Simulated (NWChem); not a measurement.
System: CH₆GaN; SMILES C[NH][GaH2]

Here is an NWChem input.

```
start job
memory heap 200 mb stack 900 mb global 1100 mb
geometry units angstroms
  Ga    -0.048943    -0.832232     0.000000
  H      1.089963    -1.913668     0.000000
  H     -1.606941    -1.041851     0.000000
  N      0.509113     0.912367     0.000000
  C     -0.299075     2.115599     0.000000
  H      1.515049     1.103815     0.000000
  H     -0.121591     2.755030    -0.896290
  H     -0.121591     2.755030     0.896290
  H     -1.375893     1.849312     0.000000
end
basis spherical
  * library 3-21g
end
dft
  xc b3lyp
  iterations 150
end
driver
  maxiter 120
end
task dft optimize
task dft freq
```

Parts of the log:

```
             Northwest Computational Chemistry Package (NWChem) 7.3.0
             --------------------------------------------------------

 CS  symmetry detected

                             Geometry "geometry" -> ""
                             -------------------------

 Output coordinates in angstroms (scale by  1.889725989 to convert to a.u.)

  No.       Tag          Charge          X              Y              Z
 ---- ---------------- ---------- -------------- -------------- --------------
    1 Ga                  31.0000    -0.04361192    -0.80789689     0.00000000
    2 H                    1.0000     1.09255074    -1.89221469     0.00000000
    3 H                    1.0000    -1.60213597    -1.01356822     0.00000000
    4 N                    7.0000     0.51886201     0.93528275     0.00000000
    5 C                    6.0000    -0.28627517     2.14055833     0.00000000
    6 H                    1.0000     1.52527979     1.12418173     0.00000000
    7 H                    1.0000    -0.10717182     2.77953765    -0.89629000
    8 H                    1.0000    -0.10717182     2.77953765     0.89629000
    9 H                    1.0000    -1.36376431     1.87700017     0.00000000

 Effective nuclear repulsion energy (a.u.)     179.0415905355

      Symmetry information
      --------------------

 Group name             Cs
 Group number              2
 Group order               2
 No. of unique centers     8

                                Z-matrix (autoz)
                                --------

 Units are Angstrom for bonds and degrees for angles

[...]

      ----------------------
      Optimization converged
      ----------------------

  Step       Energy      Delta E   Gmax     Grms     Xrms     Xmax
  ---- ---------------- -------- -------- -------- -------- --------
@    6   -2011.40137547 -7.5D-08  0.00004  0.00001  0.00038  0.00084
                                     ok       ok       ok       ok

                                Z-matrix (autoz)
                                --------

 Units are Angstrom for bonds and degrees for angles

[...]

 Rotational Constants
 --------------------
 A=   1.194541 cm-1  (  1.718640 K)
 B=   0.125536 cm-1  (  0.180614 K)
 C=   0.116086 cm-1  (  0.167019 K)

 Temperature                      =   298.15K
 frequency scaling parameter      =   1.0000

 Zero-Point correction to Energy  =   42.717 kcal/mol  (  0.068073 au)
 Thermal correction to Energy     =   45.899 kcal/mol  (  0.073145 au)
 Thermal correction to Enthalpy   =   46.491 kcal/mol  (  0.074089 au)

 Total Entropy                    =   71.213 cal/mol-K
   - Translational                =   39.729 cal/mol-K (mol. weight = 100.9757)
   - Rotational                   =   24.031 cal/mol-K (symmetry #  =        1)
   - Vibrational                  =    7.453 cal/mol-K

 Cv (constant volume heat capacity) =   16.897 cal/mol-K
   - Translational                  =    2.979 cal/mol-K
   - Rotational                     =    2.979 cal/mol-K
   - Vibrational                    =   10.938 cal/mol-K

[normal modes left out]

 ----------------------------------------------------------------------------
 Normal Eigenvalue ||           Projected Infra Red Intensities
  Mode   [cm**-1]  || [atomic units] [(debye/angs)**2] [(KM/mol)] [arbitrary]
 ------ ---------- || -------------- ----------------- ---------- -----------
    1       -0.000 ||    0.000272           0.006         0.265       0.065
    2        0.000 ||    0.000292           0.007         0.285       0.070
    3        0.000 ||    0.000779           0.018         0.759       0.186
    4        0.000 ||    0.000000           0.000         0.000       0.000
    5        0.000 ||    0.000949           0.022         0.925       0.227
    6        0.000 ||    0.000682           0.016         0.665       0.163
    7      188.283 ||    0.000881           0.020         0.859       0.211
    8      246.335 ||    0.000767           0.018         0.748       0.183
    9      315.013 ||    0.008611           0.199         8.395       2.059
   10      536.730 ||    0.057287           1.322        55.846      13.697
   11      569.042 ||    0.121553           2.804       118.496      29.062
   12      692.506 ||    0.130983           3.022       127.689      31.317
   13      696.705 ||    0.047022           1.085        45.840      11.243
   14      809.241 ||    0.137155           3.164       133.705      32.792
   15     1108.919 ||    0.093803           2.164        91.444      22.428
   16     1123.159 ||    0.010333           0.238        10.073       2.471
   17     1155.682 ||    0.000141           0.003         0.138       0.034
   18     1446.090 ||    0.019819           0.457        19.320       4.739
   19     1503.362 ||    0.017797           0.411        17.349       4.255
   20     1559.213 ||    0.003566           0.082         3.477       0.853
   21     1585.112 ||    0.005239           0.121         5.108       1.253
   22     1853.887 ||    0.250404           5.777       244.106      59.869
   23     1860.375 ||    0.059962           1.383        58.454      14.336
   24     3009.170 ||    0.091322           2.107        89.025      21.834
   25     3045.148 ||    0.046074           1.063        44.915      11.016
   26     3111.334 ||    0.019191           0.443        18.709       4.588
   27     3479.649 ||    0.004393           0.101         4.282       1.050
 ----------------------------------------------------------------------------
```

Level: B3LYP/3-21G.
